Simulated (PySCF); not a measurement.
Correlation energy of Xe²⁺ (xenon, charge +2)

[Kr] 4d10 5s2 5p4, high-spin 3P determinant. All numbers are calculated (PySCF 2.14, a scalar-relativistic core potential, in def2-QZVPPD with the def2 core potential (28 electrons)). Frozen: 4s2 4p6 4d10; 6 electrons correlated.

```json
{"level": "CCSD", "correlation energy (mhartree)": "-120.79"}
{"level": "(T)", "correlation energy (mhartree)": "-3.51"}
{"level": "CCSD(T)", "correlation energy (mhartree)": "-124.30"}
```

Diagnostics: T1 = 0.0072, D1 = 0.0211, largest double amplitude 0.036.

Question: Is a single reference adequate?

Answer: Yes, within this model without spin-orbit coupling: T1 lies below 0.03 and no double amplitude reaches 0.07.
